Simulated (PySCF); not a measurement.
# What settings do to a single point of BiH5

The sound run of BiH5 (singlet) uses PySCF 2.14.0, RKS PBE0, Bi def2-SVP with ECP60, H def2-SVP; non-relativistic Hamiltonian with scalar-relativistic core potentials where named; density fitting; no spin-orbit coupling, grid (50, 194), threshold 1e-8 Eh and 55 cycles, at the relaxed geometry:

```xyz
6

Bi    0.0000    0.0000    0.0462
H     0.0000    0.0000    1.8442
H     1.5570    0.0000   -0.8520
H     0.0000    1.8673    0.0466
H    -1.5570    0.0000   -0.8520
H     0.0000   -1.8673    0.0466
```

There Bi1 has a Mulliken charge of 0.42 e and the dipole about the centre of mass is 0.00 D. Each run below changes one thing and starts from free metal ions and neutral atoms unless it says otherwise; with 55 cycles, smearing, a level shift and second-order steps follow where DIIS fails, and their cycles count. Energy shifts count from the sound run.

| change | outcome | cycles | energy shift (eV) | largest force component (eV/Å) | charge on Bi1 (e) | dipole about the centre of mass (D) |
| --- | --- | --- | --- | --- | --- | --- |
| start from a density of up to 30 smeared cycles (not counted) | converged | 6 | 0.0000 | 0.01 | 0.42 | 0.00 |

Question: One further run converged with energy shift (eV) 23.98, largest force component (eV/Å) 2.86, charge on Bi1 (e) 0.30, dipole about the centre of mass (D) 0.34. Which change was it?
A. cycle limit 3
B. grid (10, 14)
C. threshold 0.0001

Answer: B.

Question: And the other changes listed?

Answer: 
```json
{"change": "threshold 0.0001", "outcome": "converged", "cycles": "4", "energy shift (eV)": "0.0000", "largest force component (eV/Å)": "0.01", "charge on Bi1 (e)": "0.42", "dipole about the centre of mass (D)": "0.00"}
{"change": "cycle limit 3", "outcome": "not converged", "cycles": "3", "energy shift (eV)": "–", "largest force component (eV/Å)": "–", "charge on Bi1 (e)": "–", "dipole about the centre of mass (D)": "–"}
```

Unsound on purpose, so not properties of the compound: grid (10, 14).

Forces carry noise of the integration grid, about 0.01 to 0.03 eV/Å.
